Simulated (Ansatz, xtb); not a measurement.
## Two isomers of C8H7N

We compare a, `C#Cc1ccccc1N`, a singlet, with b, `C#Cc1ccc(N)cc1`, a singlet. Both are isolated molecules in the gas phase, relaxed with B3LYP/def2-SVP; the shapes shown needn't be the lowest conformers.

a (Å):

```csv
atom,x (Å),y (Å),z (Å)
C,1.5220,-3.0282,0.4470
C,1.0071,-1.9740,0.1254
C,0.3907,-0.7289,-0.2121
C,0.5548,-0.1618,-1.4915
C,-0.0328,1.0553,-1.8249
C,-0.8011,1.7255,-0.8631
C,-0.9808,1.1862,0.4073
C,-0.3970,-0.0475,0.7631
N,-0.6069,-0.6005,2.0036
H,1.9804,-3.9635,0.7071
H,1.1618,-0.7016,-2.2216
H,0.1059,1.4804,-2.8210
H,-1.2679,2.6836,-1.1068
H,-1.5868,1.7170,1.1471
H,-0.0076,-1.3674,2.2854
H,-0.9334,0.0022,2.7470
```

b (Å):

```yaml
atoms:
  - { symbol: C, position_ang: [0.8635, -3.9698, 0.2405] }
  - { symbol: C, position_ang: [0.5947, -2.7861, 0.1778] }
  - { symbol: C, position_ang: [0.2786, -1.3928, 0.1038] }
  - { symbol: C, position_ang: [1.2837, -0.4267, -0.1139] }
  - { symbol: C, position_ang: [0.9787, 0.9272, -0.1882] }
  - { symbol: C, position_ang: [-0.3508, 1.3796, -0.0471] }
  - { symbol: C, position_ang: [-1.3590, 0.4161, 0.1701] }
  - { symbol: C, position_ang: [-1.0494, -0.9368, 0.2437] }
  - { symbol: N, position_ang: [-0.6501, 2.7284, -0.0757] }
  - { symbol: H, position_ang: [1.1010, -5.0149, 0.2964] }
  - { symbol: H, position_ang: [2.3196, -0.7535, -0.2275] }
  - { symbol: H, position_ang: [1.7785, 1.6543, -0.3555] }
  - { symbol: H, position_ang: [-1.6130, 2.9888, -0.2506] }
  - { symbol: H, position_ang: [0.0281, 3.3477, -0.5024] }
  - { symbol: H, position_ang: [-2.3970, 0.7413, 0.2845] }
  - { symbol: H, position_ang: [-1.8465, -1.6645, 0.4111] }
```

Energies in hartree; the thermal terms are from GFN2-xTB frequencies at re-optimised GFN2-xTB minima (ideal gas, soft modes damped towards free rotors, one conformer each, 298.15 K, 1 atm) and include the zero-point energy:

```
                              a           b
E, CCSD(T)/def2-SVP  −362.440728  −362.439166
    E, MP2/def2-SVP  −362.338745  −362.336882
  E, MP2/def2-TZVPP  −362.993896  −362.991091
  zero-point energy     0.121914     0.121933
       H(298 K) − E     0.131117     0.131144
       G(298 K) − E     0.089586     0.089562
```

Correct the CCSD(T) difference for the basis set by the MP2 change, then work out ΔE, ΔE₀, ΔH and ΔG for a → b in kJ/mol (1 Eh = 2625.50 kJ/mol) and the equilibrium ratio [b]/[a].

1. Differences b − a: CCSD(T) +0.001562, MP2 in the small set +0.001863, MP2 in the large set +0.002805 Eh.
2. ΔE = +0.001562 + (+0.002805 − (+0.001863)) = +0.002504 Eh = +6.57 kJ/mol.
3. ΔE₀ = ΔE + ΔZPE = +0.002504 + (+0.000019) Eh = +6.62 kJ/mol.
4. ΔH = ΔE + (+0.000027) Eh = +6.65 kJ/mol.
5. ΔG = ΔE + (−0.000024) Eh = +6.51 kJ/mol, so ΔS = (ΔH − ΔG)/T = +0.4 J/(mol K).
6. kT = 0.9442 mEh, so K = [b]/[a] = exp(−ΔG/kT) = exp(−2.63) ≈ 0.072.

The sums favour a, but ΔE leans on the basis-set step (CCSD(T) alone has the other sign or is under 1 kcal/mol), so the order isn't settled. An error of 4 kJ/mol in ΔG would change K by a factor of 5. Mirror images and further conformers aren't counted.

As drawn, both hold the same kinds of bond in the same numbers.

Other levels gave ΔE = +1.5 (GFN2-xTB); −0.1 (HF/STO-3G, GFN2-xTB geometries); +7.2 (r2SCAN-D4/def2-SVP, GFN2-xTB geometries); +4.7 (B3LYP/def2-SVP); +1.8 (HF/def2-SVP); +4.9 (MP2/def2-SVP); +4.1 (CCSD(T)/def2-SVP) kJ/mol. The correlated steps freeze 9 core orbitals. Programs: Ansatz 0.2.0, xtb 6.7.1.
